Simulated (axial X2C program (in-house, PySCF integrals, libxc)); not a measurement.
What spin–orbit coupling does to SnSe⁺

Computed with an in-house all-electron X2C program for linear molecules (integrals from PySCF). Spin-free means the one-electron spin-free X2C Hamiltonian; two-component (2c) means X2C with spin–orbit coupling and atomic mean-field two-electron Coulomb and Gaunt terms, so the difference of the two also holds small scalar two-electron terms. Basis: Sn dyall-cv3z [11s12p9d4f1g], Se dyall-cv3z [8s9p6d4f1g] (cores contracted in-house); Gaussian nuclei, density fitting, unrestricted open shells. Masses: Sn 119.902 u, Se 79.917 u.

Spin-free state: M_S = 1/2, Λ = 1 (beyond evenly filled blocks: π+α, π+β, π-α); fragments Sn+ + Se.

| level | Re (Å) | ωe (cm⁻¹) | De (eV) | μ (D) |
| --- | --- | --- | --- | --- |
| PBE0 | 2.487 | 267.4 | 3.003 | -2.60 |
| r2SCAN0 | 2.475 | 272.2 | 2.806 | -2.58 |

Dipoles are positive if Se is the positive end and refer to the centre of mass.

Question: Within this multiplet, which Ω should lie lowest by the rule for regular and inverted multiplets?

Answer: The open π shell holds three electrons, one hole, so the multiplet is inverted: Ω = Λ + 1/2 = 3/2. The PBE0 2c search agrees.

Two-component determinant lowest at the distance of the search:

Ω = 3/2 (⟨Sz⟩ = 0.50, ⟨Lz⟩ = 1.00 at PBE0); fragments Sn+ + Se.

```csv
level,Re (Å),ωe (cm⁻¹),μ (D)
PBE0,2.488,265.5,-2.53
r2SCAN0,2.476,270.5,-2.51
```

Question: From the two tables, how do the constants change at the PBE0 level (2c against spin-free)?

Answer: At the PBE0 level Re increases by 0.001 Å and ωe decreases by 1.9 cm⁻¹.

The state is one determinant whose occupation by symmetry is held fixed; it was picked as the lowest of a PBE0 search that is not exhaustive. Dissociation energies refer to the lowest single-determinant-based atoms at the same level and basis. De is not given where an atomic determinant may have missed its ground term or J level, or where the truncated virtual space spoils (T). Density functionals use the spin component along the axis (collinear). Without a current term, density functionals place determinants with orbital angular momentum somewhat too high. The determinant is spin-polarised beyond a pure state at some levels (its spin-free form has ⟨S²⟩ too high), which makes Re and μ there less reliable.
